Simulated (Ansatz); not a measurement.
The first iterations of a band of CH₇IOSi₂ (12 atoms, charge 0, multiplicity 1).

Method: Ansatz 0.2.0, RKS r2SCAN/def2-SVP.

```
movable images  : 7
climbing image  : yes
spring          : 5.0 eV/Å²
optimiser       : quadratic models (default)
start path      : through a guess of the saddle point
force threshold : 0.05 eV/Å
iteration limit : 43
end points      : relaxed
```

Initial state:

```xyz
12
Properties=species:S:1:pos:R:3
C -1.128 1.272 -0.388
Si 0.433 0.249 -0.248
O 0.994 -0.259 -1.732
Si 0.227 -1.668 1.076
I 2.141 1.711 0.836
H -1.484 1.579 0.608
H -0.958 2.185 -0.982
H -1.920 0.680 -0.877
H 1.242 0.426 -2.366
H -0.780 -2.607 0.488
H -0.235 -1.264 2.439
H 1.545 -2.360 1.181
```

Final state:

```xyz
12
Properties=species:S:1:pos:R:3
C -1.217 1.332 -0.356
Si 0.367 0.361 -0.277
O 0.820 0.072 -1.856
Si 0.259 -1.614 0.989
I 2.103 1.743 0.863
H -1.567 1.601 0.652
H -1.068 2.258 -0.935
H -1.997 0.733 -0.854
H 1.652 -0.398 -1.987
H -0.765 -2.552 0.428
H -0.100 -1.299 2.405
H 1.591 -2.294 0.962
```

| iteration | highest image above the first end (eV) | largest band force component (eV/Å) |
| --- | --- | --- |
| 1 | 0.856 | 9.587 |
| 2 | 0.090 | 1.254 |
| 3 | 0.144 | 0.996 |

Q: Does the band converge within its limit, and where does its top end?

A: It converged. It ended after 10 iterations with the highest image 0.016 eV above the first end. A vibrational analysis at the climbing image gives one clearly imaginary mode, 220i cm⁻¹: a first-order saddle point.

Run time: 3.9 min on 2 threads of Intel(R) Xeon(R) Platinum 8488C (Sapphire Rapids), with other jobs on the host, peak memory 0.21 GiB.
